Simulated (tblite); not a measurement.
3,3,3-trifluoropropionic acid, C₃H₃F₃O₂.
Numbering: `[O:1]=[C:2]([OH:3])[CH2:4][C:5]([F:6])([F:7])[F:8]` (hydrogens: H9 on O3; H10, H11 on C4)

Computed with GFN2-xTB (tblite), gas phase: nudged elastic band of 9 images (0 to 8), spring 0.2 eV/Å², climbing image at the end, force threshold 0.05 eV/Å. No saddle search or frequency run followed, so the top image need not be a first-order saddle, and its height can exceed the method's true barrier by a kcal/mol or more.

The band describes a rotation about C4–C5 (sp3 carbon next to a carbonyl, CF3 carbon), followed by the dihedral C2–C4–C5–F6, from the optimised start (-175°) to a second optimised geometry at -55°.

**Question.** Give the energy profile along the converged band.

**Answer.** 
```tsv
image	dihedral (°)	E (kJ/mol)	C4–C5 (Å)	C2···F6 (Å)	largest true force (eV/Å)
0	-175	0.00	1.520	3.69	0.01
1	-160	0.81	1.522	3.67	0.03
2	-145	2.81	1.525	3.61	0.04
3	-130	4.85	1.528	3.53	0.03
4	-115	5.86	1.529	3.42	0.03
5	-100	5.19	1.527	3.29	0.04
6	-85	3.21	1.524	3.15	0.05
7	-70	1.09	1.521	2.99	0.04
8	-55	0.00	1.520	2.86	0.01
```

Barriers of this band. The top is image 4 at -115°: 5.9 kJ/mol in either direction, as the ends lie within 0.002 eV of each other. The central bond is 0.009 Å longer at the top than at the start.

**Question.** What rate follows at 250 K for crossing this barrier forward?

**Answer.** Taking the electronic barrier for the free energy of activation (no zero-point or entropy terms, transmission 1), rate = (kT/h)·exp(−ΔE/kT) ≈ 3 × 10^11 s⁻¹, whose inverse is 3 × 10^-12 s. An error of 1 kcal/mol in the barrier changes this by a factor of 7, and the method and the loose band can each miss by that much or more. The barrier is only 2.8 kT, where transition-state theory is rough.

The cost below is that of the whole band run. The run took 3.3 s of wall time on one thread of an Arm Neoverse N1, on a shared host, and the process peaked at 0.18 GiB of memory.
